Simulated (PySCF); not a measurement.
# Magnetic susceptibility: `CC[C@@H]1CC[C@@H](S)CB1C`, C$_{8}$H$_{17}$BS

Geometry (Å), atoms numbered from 1 in this order:
```xyz
27

C     3.2148   -0.0749   -0.5069
C     1.9717   -0.8211   -0.0313
C     0.6480   -0.1479   -0.4334
C     0.5082    1.2314    0.2322
C    -0.8537    1.8681   -0.0367
C    -1.9599    1.0386    0.5944
S    -3.6001    1.8687    0.3856
C    -2.0390   -0.3490   -0.0282
B    -0.6432   -1.0548   -0.2523
C    -0.5901   -2.6218   -0.3958
H     3.1847    0.0677   -1.5855
H     4.1094   -0.6450   -0.2641
H     3.3010    0.8989   -0.0320
H     2.0048   -0.9180    1.0563
H     1.9973   -1.8273   -0.4518
H     0.7044    0.0283   -1.5190
H     0.6408    1.1211    1.3119
H     1.2852    1.9073   -0.1291
H    -1.0282    1.9397   -1.1125
H    -0.8676    2.8816    0.3736
H    -1.7991    0.9575    1.6731
H    -3.2991    2.9672    1.0755
H    -2.7416   -0.9623    0.5409
H    -2.4877   -0.2465   -1.0246
H    -0.1592   -3.0523    0.5086
H     0.0463   -2.9498   -1.2154
H    -1.5680   -3.0790   -0.5285
```

Theory: GIAO PBE0/pcSseg-1 magnetisability, rotational g tensor and spin-rotation constants, non-relativistic, gas phase in PySCF 2.14.0. Geometry: GFN2-xTB.

(1) What are the magnetisability and the molar susceptibility?

(2) Split it along the inertial axes a, b, c into diamagnetic and paramagnetic parts about the centre of mass, with the quadrupole moment.

(3) And the rotational g tensor?

Results:

(1) Isotropic -1970 × 10⁻³⁰ J/T², or -118.6 × 10⁻⁶ cm³/mol; principal values -2036, -1977, -1896 × 10⁻³⁰ J/T², anisotropy 122 × 10⁻³⁰ J/T² (root of half the summed squared differences of the principal values). The susceptibility is in cgs units.

(2) 
| axis | χ (10⁻⁶ cm³/mol) | diamagnetic (10⁻⁶ cm³/mol) | paramagnetic (10⁻⁶ cm³/mol) | summed x² of all electrons (Å²) | quadrupole Θ (D Å) |
| --- | --- | --- | --- | --- | --- |
| a | -119.1 | -823.2 | 704.2 | 478.7 | -8.66 |
| b | -114.5 | -2166.9 | 2052.4 | 161.9 | +4.46 |
| c | -122.3 | -2717.8 | 2595.5 | 32.1 | +4.20 |

Anisotropies 2χaa − χbb − χcc = -1.3 and 2χbb − χaa − χcc = +12.3 × 10⁻⁶ cm³/mol. Θ is traceless in Buckingham's convention.

(3) 
| axis | rotational constant (GHz) | g | nuclear part | electronic part |
| --- | --- | --- | --- | --- |
| a | 1.9518 | -0.0067 | 0.6390 | -0.6457 |
| b | 0.5989 | -0.0055 | 0.5720 | -0.5775 |
| c | 0.4756 | -0.0026 | 0.5774 | -0.5800 |

Asymmetric top; isotopes 11B, 12C, 1H, 32S; no vibrational averaging.
